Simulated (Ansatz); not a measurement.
BF$_{2}$H$_{3}$Sn (`F[B](F)[SnH3]`), 7 atoms. Total charge 0; spin multiplicity 1. Correlated methods include outer-core shells of Sn, which these sets cover unevenly. Sn: def2 effective core potential. All runs use 2 threads of an Arm Neoverse V1 on a shared host. Correlated methods freeze the cores.

(1) How many basis functions does each run have, and how long does it take in Ansatz? direct RPA on PBE orbitals/def2-TZVPP energy; RHF-CCSD(T)/def2-TZVPP energy; RHF-CCSD(T)/def2-SVP energy; RKS PBE0-D4/def2-QZVPP energy; RHF-MP2/def2-QZVPP energy; RKS PBE0-D4/def2-SVP energy; RKS LC-ωPBE/def2-TZVPP energy; RKS CAM-B3LYP-D4/def2-TZVPP energy; RKS ωB97M-V/def2-SVP energy; RKS PBE0-D4/def2-TZVP frequencies; RKS PBE0-D4/def2-TZVP relaxation (6 steps); RKS r2SCAN-D4/def2-TZVPP energy and forces. (An estimate is asked.)

Answers

(1) Ansatz gave: Other jobs shared the machine, so times are rough.

```
                                level                   job  functions  wall time  peak host memory (GiB)
                 RKS PBE0-D4/def2-SVP                energy         83      1.3 s                    0.15
               RKS LC-ωPBE/def2-TZVPP                energy        185      2.8 s                    0.25
          RKS CAM-B3LYP-D4/def2-TZVPP                energy        185      3.6 s                    0.43
             RKS r2SCAN-D4/def2-TZVPP     energy and forces        185      4.8 s                    0.21
                 RHF-CCSD(T)/def2-SVP                energy         83      4.9 s                     0.3
direct RPA on PBE orbitals/def2-TZVPP                energy        185      5.5 s                    0.37
                 RKS ωB97M-V/def2-SVP                energy         83        6 s                    0.23
               RKS PBE0-D4/def2-QZVPP                energy        343        7 s                    0.82
                   RHF-MP2/def2-QZVPP                energy        343       16 s                     1.3
                RKS PBE0-D4/def2-TZVP  relaxation (6 steps)        161       23 s                    0.33
                RKS PBE0-D4/def2-TZVP           frequencies        161       99 s                    0.33
               RHF-CCSD(T)/def2-TZVPP                energy        185      120 s                     2.2
```

LC-ωPBE has ω = 0.4 bohr⁻¹.
